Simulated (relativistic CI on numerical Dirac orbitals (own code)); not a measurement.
Ligand-field terms of d2

Computed with a parametric ligand-field model of a d^n configuration (Racah B and C, spin-orbit zeta, crystal field), exact diagonalisation.

Field parameters in Wybourne normalisation: Oh B⁴₀ = 21Dq, B⁴₄ = √(5/14) B⁴₀; Td as Oh with Dq negative (B⁴₀ = 21Dq, B⁴₄ = √(5/14) B⁴₀). The field is a parameter set, without covalency.

**Question.** Lowest levels for B = 870, C = 3100, ζ = 500 cm⁻¹, Td, 10Dq = -9400 cm⁻¹?

**Answer.** T2 0 (S 1.00), A2 9216 (S 1.00), T2 9337 (S 1.00), E 9345 (S 0.97), T1 9552 (S 1.00), E 12800 (S 0.13), T2 15157 (S 1.00), E 15299 (S 0.97), T1 15707 (S 1.00) cm⁻¹, with S from ⟨S²⟩ = S(S + 1). The ground level has 1.99 electrons in the cubic e pair.

**Question.** Lowest levels for B = 690, C = 3110, ζ = 4100 cm⁻¹, Oh, 10Dq = 30500 cm⁻¹?

**Answer.** E 0 (S 0.96), T2 509 (S 0.96), T1 6543 (S 1.00), A1 7781 (S 0.95), T2 14681 (S 0.21), E 15475 (S 0.16), A1 28867 (S 0.33), A2 31649 (S 1.00), T2 32948 (S 0.96) cm⁻¹, with S from ⟨S²⟩ = S(S + 1). The ground level has 0.07 electrons in the cubic e pair.

**Question.** Lowest levels for B = 940, C = 3720, ζ = 770 cm⁻¹, Oh, 10Dq = 37100 cm⁻¹?

**Answer.** E 0 (S 1.00), T2 24 (S 1.00), T1 993 (S 1.00), A1 1444 (S 1.00), T2 13991 (S 0.01), E 14170 (S 0.01), A1 31270 (S 0.01), A2 35129 (S 1.00), T2 35338 (S 1.00) cm⁻¹, with S from ⟨S²⟩ = S(S + 1). The ground level has 0.02 electrons in the cubic e pair.

**Question.** Lowest levels for B = 370, C = 1760, ζ = 460 cm⁻¹, Oh, 10Dq = 13600 cm⁻¹?

**Answer.** E 0 (S 1.00), T2 23 (S 1.00), T1 614 (S 1.00), A1 884 (S 1.00), T2 6215 (S 0.02), E 6312 (S 0.01), A2 12899 (S 1.00), T2 13037 (S 1.00), T1 13242 (S 1.00) cm⁻¹, with S from ⟨S²⟩ = S(S + 1). The ground level has 0.02 electrons in the cubic e pair.

**Question.** Lowest levels for B = 860, C = 3900, ζ = 600 cm⁻¹, Oh, 10Dq = 30050 cm⁻¹?

**Answer.** E 0 (S 1.00), T2 19 (S 1.00), T1 780 (S 1.00), A1 1143 (S 1.00), T2 13743 (S 0.01), E 13923 (S 0.01), A2 28287 (S 1.00), T2 28457 (S 1.00), T1 28737 (S 1.00) cm⁻¹, with S from ⟨S²⟩ = S(S + 1). The ground level has 0.02 electrons in the cubic e pair.
